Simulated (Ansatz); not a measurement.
Energy needed to pull apart CH2STe (SMILES S=C[TeH]), singlet, into free ground-state atoms, from the structure below (displaced at random from a GFN2-xTB minimum); no zero-point or spin–orbit terms; open-shell atoms are treated unrestricted, in their ground-state multiplicity.

```tsv
atom	x (Å)	y (Å)	z (Å)
S1	-0.8616	-1.8796	-0.6848
C2	-0.3682	-0.5146	0.0211
Te3	1.0003	0.8531	-0.8232
H4	-0.7221	-0.2530	0.9784
H5	0.9224	1.7891	0.5299
```

Computed with Ansatz 0.2.0 (basis: def2-TZVPP); correlated methods freeze the cores. Filled d shells of the heavier atoms are correlated. Core potentials replace the inner electrons of the atoms past krypton. The def2 sets are not built for correlating such inner shells, so the correlated values are less sure here.

```tsv
method	atomization energy (eV)
PBE-D4	16.04
BLYP-D4	?
r2SCAN-D4	15.42
PBE0-D4	15.38
r2SCANh-D4	15.20
wB97M-V	15.20
HF	?
MP2	15.08
CCSD	14.25
CCSD(T)	14.76
```

(1) What does HF give? (To be estimated.)

(2) What does BLYP-D4 give? (To be estimated.)

No T1 diagnostic of these runs exceeds 0.017. The restricted Hartree–Fock reference is unstable towards an unrestricted one here.

Results:

(1) The calculation gives: 9.45 eV, which is about 5.31 eV less than CCSD(T)/def2-TZVPP.

(2) The calculation gives: 15.57 eV, which is about 0.80 eV more than CCSD(T)/def2-TZVPP.

In triple zeta the MP2 and coupled-cluster atomization energies are still short of their basis limit by a few kcal/mol a bond, whereas those of the functionals are nearly converged, so these differences are not deviations from converged CCSD(T).

For scale, one of the runs: CCSD(T)/def2-TZVPP forces, 151 basis functions (an equivalent command: `ansatz run in.yaml --threads 4`). Hardware: 4 CPU threads, shared host. Wall time 90 s; peak host memory 2 GiB.
